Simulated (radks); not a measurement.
Values are calculated unless marked as measured or tabulated.
Q: The mean radii <r> (bohr) of the occupied orbitals of an atom or ion are listed with their occupations. Code: a radial shooting solver on a logarithmic mesh with Libxc functionals. Model: scalar-relativistic Kohn-Sham, PBE, spin-unpolarised, spherical densities, point nucleus.

| orbital | occ. | <r> |
|---|---|---|
| 1s | 2 | 0.04550 |
| 2s | 2 | 0.2027 |
| 2p | 6 | 0.1772 |
| 3s | 2 | 0.5982 |
| 3p | 6 | 0.6169 |
| 3d | 10 | 0.6752 |
| 4s | 2 | 1.808 |
| 4p | 1 | 2.146 |

Name the element and its charge.

A: Z = 33, arsenic, charge +2: As2+ in [Ar] 3d10 4s2 4p1. The 1s radius gives Z: for a bare nucleus <r> = (2 gamma + 1)/(2Z) with gamma = sqrt(1 - (Z/c)^2), 0.04456 bohr for Z = 33, and screening makes it slightly larger (0.04550 here). The occupations add up to 31, and the charge is Z minus that.
